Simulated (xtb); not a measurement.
Cl3Se, doublet, at a GFN2-xTB geometry (the spin is typed, not shown lowest). Base run: xtb 6.7.1 with GFN0-xTB.

Geometry (Å):
```xyz
4

Se    -0.3250     0.2369     0.1764
Cl    -1.5531    -1.6964    -0.0399
Cl     0.7224     2.0176    -0.8360
Cl     1.4808    -0.7951     0.5230
```
Charge 0, spin multiplicity 2.
All else is at xtb's defaults.
Base energy -16.11713 Eh.

Variants of this job, named by their change:

```json
[
 {"change": "base", "ΔE vs base (mEh)": "0.000"},
 {"change": "acc = 0.1", "ΔE vs base (mEh)": "0.000"},
 {"change": "etemp = 1000", "ΔE vs base (mEh)": "0.000"},
 {"change": "acc = 0.0001", "ΔE vs base (mEh)": "0.000"}
]
```
